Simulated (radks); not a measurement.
Problem. These are the eigenvalues of the occupied orbitals of an atom or ion with whole-number occupations (eV). Calculated with a radial shooting solver on a logarithmic mesh with Libxc functionals: Dirac Kohn-Sham, PBE, spin-unpolarised, spherical densities, finite nucleus; Fermi nuclear charge, rms radius of each element as measured or else 0.836 A^(1/3) + 0.57 fm.

| orbital | eigenvalue |
|---|---|
| 1s1/2 | -27735.15 |
| 2s1/2 | -4151.622 |
| 2p1/2 | -3871.669 |
| 2p3/2 | -3660.795 |
| 3s1/2 | -787.8476 |
| 3p1/2 | -674.8610 |
| 3p3/2 | -636.7713 |
| 3d3/2 | -436.9464 |
| 3d5/2 | -429.1428 |
| 4s1/2 | -119.5669 |
| 4p1/2 | -82.6769 |
| 4p3/2 | -76.0292 |
| 4d3/2 | -19.1306 |
| 4d5/2 | -18.2712 |
| 5s1/2 | -8.2068 |
| 5p1/2 | -2.7260 |
| 5p3/2 | -2.4270 |

Which element is it, and in what charge state? The configuration may be excited. Open shells, if any, are shared by 2j + 1.

Solution. Z = 49, indium, charge 0: In in [Kr] 4d10 5s2 5p1. The list shows which subshells hold electrons but not how many an open one holds; the 1s level, -1019.2 hartree, gives Z - s = 45.1 by -(Z - s)^2/2, which with screening and relativity narrows Z to a few neighbours, and the depths of the outer levels then fix element, charge and occupations together.
